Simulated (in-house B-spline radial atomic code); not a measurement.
Radial electron density of K+, [Ne] 3s1 3p6 4d1. Method: Dirac-Hartree-Fock, average of configuration, Fermi nucleus of rms radius 3.4349 fm. Calculated with a radial B-spline atomic code at the basis-set limit.

Columns: r (bohr), 4πr²n(r) (electrons per bohr), bar.

```
 0.00309   0.5121 #
 0.00383   0.7618 #
 0.00474    1.123 ##
 0.00588    1.647 ###
 0.00729     2.39 #####
 0.00904    3.426 #######
  0.0112    4.825 #########
  0.0139    6.683 #############
  0.0172    8.997 #################
  0.0214    11.84 #######################
  0.0265    14.93 #############################
  0.0329    18.04 ###################################
  0.0408    20.62 ########################################
  0.0505    22.08 ###########################################
  0.0627    21.98 ##########################################
  0.0777    20.33 #######################################
  0.0964    17.87 ###################################
   0.119    16.07 ###############################
   0.148    16.22 ###############################
   0.184    18.66 ####################################
   0.228    21.71 ##########################################
   0.282    22.76 ############################################
    0.35    19.99 #######################################
   0.434    14.14 ###########################
   0.539    8.228 ################
   0.668    5.224 ##########
   0.828    5.256 ##########
    1.03    6.151 ############
    1.27    5.833 ###########
    1.58    4.088 ########
    1.96    2.083 ####
    2.43   0.7436 #
    3.01   0.1715 
    3.73  0.03208 
    4.63  0.06028 
    5.74   0.1325 
    7.11   0.1676 
    8.82   0.1274 
    10.9  0.05704 
    13.6  0.01278 
    16.8 0.001445 
    20.9 5.928e-05 
    25.9 8.198e-07
```

On this grid the curve has 4 maxima, near 0.0505, 0.282, 1.03, 7.11 bohr.

The 3s1/2 radial function P(r) = rR(r), positive near the nucleus, with its small component Q(r) (sign convention: Q ≈ (P' + κP/r)/2c):

| r (bohr) | P | Q |
| --- | --- | --- |
| 0.00105 | 0.01716 | -0.001199 |
| 0.00162 | 0.02608 | -0.001829 |
| 0.00249 | 0.03926 | -0.002764 |
| 0.00383 | 0.0586 | -0.00415 |
| 0.00588 | 0.08608 | -0.006153 |
| 0.00904 | 0.1238 | -0.008984 |
| 0.0139 | 0.1719 | -0.01278 |
| 0.0214 | 0.2255 | -0.01749 |
| 0.0329 | 0.2677 | -0.02246 |
| 0.0505 | 0.2642 | -0.0261 |
| 0.0777 | 0.1628 | -0.02574 |
| 0.119 | -0.06939 | -0.01869 |
| 0.184 | -0.3751 | -0.004845 |
| 0.282 | -0.4962 | 0.008779 |
| 0.434 | -0.1483 | 0.01307 |
| 0.668 | 0.5736 | 0.005859 |
| 1.03 | 1.004 | -0.003086 |
| 1.58 | 0.722 | -0.004441 |
| 2.43 | 0.2299 | -0.00164 |
| 3.73 | 0.02554 | -0.0001925 |
